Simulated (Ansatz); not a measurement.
Relaxation of CH$_{7}$GeNZn (11 atoms, charge 0, multiplicity 1), to a largest force component of 0.015 eV/Å in at most 40 steps.

Computed with RKS r2SCAN/def2-SVP in Ansatz.

```xyz
11
Properties=species:S:1:pos:R:3
C -0.555 1.120 -0.642
Ge -0.286 -0.427 0.420
N 1.406 -0.351 1.120
Zn -0.452 -2.625 -1.125
H -1.626 1.116 -1.095
H -0.502 2.083 -0.019
H 0.164 1.211 -1.475
H -1.278 -0.465 1.567
H 2.099 -0.246 0.368
H 1.506 0.540 1.698
H -0.411 -2.012 -0.796
```

**Question.** Where does it end, and by what steps?

**Answer.** The forces met the threshold. After 21 steps the energy has fallen by 25.277 eV; Zn4 moved furthest, 2.06 Å. The start is strongly strained (largest force component 103 eV/Å), so its close contacts needn't be bonds. Parted: Ge2–Zn4 (2.69 → 3.83 Å), Zn4–H11 (0.70 → 3.51 Å). Joined: Ge2–H11 (2.00 → 1.54 Å).

```json
{"step": "0", "energy less start (eV)": "0.0000", "largest force component (eV/Å)": "102.632", "accepted": "yes"}
{"step": "1", "energy less start (eV)": "-20.6107", "largest force component (eV/Å)": "16.040", "accepted": "yes"}
{"step": "2", "energy less start (eV)": "-22.7093", "largest force component (eV/Å)": "8.133", "accepted": "yes"}
{"step": "3", "energy less start (eV)": "-24.1956", "largest force component (eV/Å)": "2.928", "accepted": "yes"}
{"step": "4", "energy less start (eV)": "-24.8647", "largest force component (eV/Å)": "0.809", "accepted": "yes"}
{"step": "5", "energy less start (eV)": "-24.9019", "largest force component (eV/Å)": "0.740", "accepted": "yes"}
{"step": "6", "energy less start (eV)": "-25.0894", "largest force component (eV/Å)": "0.588", "accepted": "yes"}
{"step": "7", "energy less start (eV)": "-25.1759", "largest force component (eV/Å)": "0.288", "accepted": "yes"}
{"step": "8", "energy less start (eV)": "-25.2123", "largest force component (eV/Å)": "0.195", "accepted": "yes"}
{"step": "9", "energy less start (eV)": "-25.2305", "largest force component (eV/Å)": "0.122", "accepted": "yes"}
{"step": "10", "energy less start (eV)": "-25.2375", "largest force component (eV/Å)": "0.122", "accepted": "yes"}
{"step": "11", "energy less start (eV)": "-25.2446", "largest force component (eV/Å)": "0.138", "accepted": "yes"}
{"step": "12", "energy less start (eV)": "-25.2533", "largest force component (eV/Å)": "0.137", "accepted": "yes"}
{"step": "13", "energy less start (eV)": "-25.2624", "largest force component (eV/Å)": "0.121", "accepted": "yes"}
{"step": "14", "energy less start (eV)": "-25.2692", "largest force component (eV/Å)": "0.115", "accepted": "yes"}
{"step": "15", "energy less start (eV)": "-25.2713", "largest force component (eV/Å)": "0.138", "accepted": "yes"}
{"step": "16", "energy less start (eV)": "-25.2739", "largest force component (eV/Å)": "0.109", "accepted": "yes"}
{"step": "17", "energy less start (eV)": "-25.2752", "largest force component (eV/Å)": "0.051", "accepted": "yes"}
{"step": "18", "energy less start (eV)": "-25.2767", "largest force component (eV/Å)": "0.065", "accepted": "yes"}
{"step": "19", "energy less start (eV)": "-25.2771", "largest force component (eV/Å)": "0.041", "accepted": "yes"}
{"step": "20", "energy less start (eV)": "-25.2773", "largest force component (eV/Å)": "0.033", "accepted": "yes"}
{"step": "21", "energy less start (eV)": "-25.2774", "largest force component (eV/Å)": "0.005", "accepted": "yes"}
```

```xyz
11
Properties=species:S:1:pos:R:3
C -0.742 1.049 -0.737
Ge -0.505 -0.224 0.734
N 1.249 -0.626 1.157
Zn 1.196 -1.998 -2.199
H -1.812 1.239 -0.915
H -0.253 2.009 -0.507
H -0.301 0.648 -1.663
H -1.138 0.348 2.015
H 1.718 -1.133 0.405
H 1.814 0.197 1.363
H -1.162 -1.567 0.368
```

Whether the end is a true minimum wasn't checked by a vibrational analysis.

Time of the run: 2.2 min on 2 threads of Arm Neoverse V1 (shared host), peak memory 0.21 GiB.
